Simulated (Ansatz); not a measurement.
Relaxation of AlClGeH5NO (10 atoms, charge 0, multiplicity 1), to a largest force component of 0.02 eV/Å in at most 50 steps.

All numbers below come from RKS PBE0-D4/def2-SVP in Ansatz 0.2.0.

```xyz
10
Properties=species:S:1:pos:R:3:forces:R:3
N -1.321 0.812 0.910 0.19 2.95 -2.30
Ge -0.547 -0.808 0.710 -2.31 -2.40 4.84
O -0.133 -1.079 -1.018 1.88 0.07 -3.73
Al 1.484 -0.064 -1.299 -1.80 0.63 -0.07
Cl 1.226 2.021 -1.967 0.01 -1.52 0.49
H -0.640 1.598 0.714 -1.04 -0.67 0.50
H -2.044 0.935 0.133 0.96 -0.24 1.54
H -0.833 -1.734 -1.264 1.36 0.83 -0.28
H 0.704 -0.870 1.679 0.59 0.61 -0.96
H 2.854 -0.704 -1.004 0.16 -0.27 -0.02
```

Q: Where does it end, and by what steps?

A: The forces met the threshold. After 28 steps the energy has fallen by 3.193 eV; H9 moved furthest, 1.03 Å. Joined: Al4–H9.

```json
{"step": "0", "energy less start (eV)": "0.0000", "largest force component (eV/Å)": "4.837", "accepted": "yes"}
{"step": "1", "energy less start (eV)": "-1.3721", "largest force component (eV/Å)": "3.097", "accepted": "yes"}
{"step": "2", "energy less start (eV)": "-2.1669", "largest force component (eV/Å)": "1.040", "accepted": "yes"}
{"step": "3", "energy less start (eV)": "-2.5243", "largest force component (eV/Å)": "0.531", "accepted": "yes"}
{"step": "4", "energy less start (eV)": "-2.7723", "largest force component (eV/Å)": "0.597", "accepted": "yes"}
{"step": "5", "energy less start (eV)": "-2.9854", "largest force component (eV/Å)": "0.490", "accepted": "yes"}
{"step": "6", "energy less start (eV)": "-3.0819", "largest force component (eV/Å)": "0.917", "accepted": "yes"}
{"step": "7", "energy less start (eV)": "-3.1431", "largest force component (eV/Å)": "0.312", "accepted": "yes"}
{"step": "8", "energy less start (eV)": "-3.1651", "largest force component (eV/Å)": "0.243", "accepted": "yes"}
{"step": "9", "energy less start (eV)": "-3.1702", "largest force component (eV/Å)": "0.440", "accepted": "yes"}
{"step": "10", "energy less start (eV)": "-3.1768", "largest force component (eV/Å)": "0.247", "accepted": "yes"}
{"step": "11", "energy less start (eV)": "-3.1793", "largest force component (eV/Å)": "0.101", "accepted": "yes"}
{"step": "12", "energy less start (eV)": "-3.1815", "largest force component (eV/Å)": "0.071", "accepted": "yes"}
{"step": "13", "energy less start (eV)": "-3.1840", "largest force component (eV/Å)": "0.055", "accepted": "yes"}
{"step": "14", "energy less start (eV)": "-3.1846", "largest force component (eV/Å)": "0.101", "accepted": "yes"}
{"step": "15", "energy less start (eV)": "-3.1851", "largest force component (eV/Å)": "0.103", "accepted": "yes"}
{"step": "16", "energy less start (eV)": "-3.1857", "largest force component (eV/Å)": "0.093", "accepted": "yes"}
{"step": "17", "energy less start (eV)": "-3.1862", "largest force component (eV/Å)": "0.225", "accepted": "yes"}
{"step": "18", "energy less start (eV)": "-3.1873", "largest force component (eV/Å)": "0.202", "accepted": "yes"}
{"step": "19", "energy less start (eV)": "-3.1836", "largest force component (eV/Å)": "0.667", "accepted": "no"}
{"step": "20", "energy less start (eV)": "-3.1860", "largest force component (eV/Å)": "0.210", "accepted": "no"}
{"step": "21", "energy less start (eV)": "-3.1892", "largest force component (eV/Å)": "0.050", "accepted": "yes"}
{"step": "22", "energy less start (eV)": "-3.1887", "largest force component (eV/Å)": "0.167", "accepted": "no"}
{"step": "23", "energy less start (eV)": "-3.1909", "largest force component (eV/Å)": "0.027", "accepted": "yes"}
{"step": "24", "energy less start (eV)": "-3.1920", "largest force component (eV/Å)": "0.137", "accepted": "yes"}
{"step": "25", "energy less start (eV)": "-3.1924", "largest force component (eV/Å)": "0.061", "accepted": "yes"}
{"step": "26", "energy less start (eV)": "-3.1927", "largest force component (eV/Å)": "0.039", "accepted": "yes"}
{"step": "27", "energy less start (eV)": "-3.1926", "largest force component (eV/Å)": "0.037", "accepted": "no"}
{"step": "28", "energy less start (eV)": "-3.1929", "largest force component (eV/Å)": "0.008", "accepted": "yes"}
```

```xyz
10
Properties=species:S:1:pos:R:3
N -1.463 0.684 0.469
Ge -0.645 -0.869 0.993
O -0.007 -1.235 -0.939
Al 1.538 -0.293 -0.725
Cl 1.234 1.669 -1.514
H -1.027 1.410 -0.096
H -2.198 1.058 1.061
H -0.674 -1.006 -1.599
H 1.095 -0.273 0.939
H 2.899 -1.038 -0.993
```

Whether the end is a true minimum wasn't checked by a vibrational analysis.

The run took 2.3 min on 2 threads of Arm Neoverse V2, on a shared host, peak memory 0.33 GiB.
